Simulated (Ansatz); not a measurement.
Ansatz (a program for electronic structure) input (CCSD(T)/def2-QZVPP):
A basis named .json is the Basis Set Exchange file of that set.

Ansatz 0.2 input:
```yaml
crystal:
  periodic: [false, false, false]
  atoms:
    - {symbol: B, position_ang: [-0.50431629, 0.03250353, 0.00283475]}
    - {symbol: Cl, position_ang: [-1.46871698, -1.41849179, 0.02981416]}
    - {symbol: Cl, position_ang: [-1.27472396, 1.59530845, -0.01439335]}
    - {symbol: Br, position_ang: [1.40457364, -0.09052574, -0.00789508]}
basis:
  gaussian:
    orbitals: def2-QZVPP.json
magnetization: {spin_polarized: false}
correlation: {method: ccsd_t, electrons: outside_noble_gas}
```

End of the output:

```
integrals: 2.33 GiB planned
1782 factors; integrals over basis functions are off by at most 1.0e-3 eV
mean field: 1.93 GiB planned
mean field evaluation 1: about -95682.7431 eV, gradient 1.8e1 eV
mean field evaluation 2: about -95682.8545 eV, gradient 1.9e1 eV
mean field evaluation 4: about -95684.0408 eV, gradient 2.6e0 eV
mean field evaluation 8: about -95684.0719 eV, gradient 1.9e-1 eV
mean field evaluation 16: about -95682.7420 eV, gradient 1.8e1 eV
mean field -95684.07210464 eV, -3516.3247928522 hartree, gradient 3.9e-6 eV, S^2 0.000000; 0 other end points of the search recorded, 0 dependent functions left out
25 core orbitals not correlated
reference -95684.07210464 eV, -3516.3247928522 hartree; 12, 12 occupied and 249, 249 virtual orbitals, 1782 factors
second order -18.94937431 eV of doubles, -0.00000000 eV of singles
coupled cluster: 3.51 GiB planned
cycle   1  -19.50255346 eV  change   -5.5e-1 eV  update   9.2e-2
cycle   2  -19.89079659 eV  change   -3.9e-1 eV  update   2.6e-2
cycle   3  -19.98600261 eV  change   -9.5e-2 eV  update   1.4e-2
cycle   4  -19.97485137 eV  change    1.1e-2 eV  update   3.8e-3
cycle   5  -19.97351583 eV  change    1.3e-3 eV  update   1.6e-3
cycle   6  -19.97340561 eV  change    1.1e-4 eV  update   3.8e-4
cycle   7  -19.97332560 eV  change    8.0e-5 eV  update   1.3e-4
cycle   8  -19.97337784 eV  change   -5.2e-5 eV  update   3.4e-5
cycle   9  -19.97338951 eV  change   -1.2e-5 eV  update   1.7e-5
perturbative correction -1.00067844 eV, -0.0367742545 hartree
Total energy: -95705.04617259 eV, -3517.0955756326 hartree
```
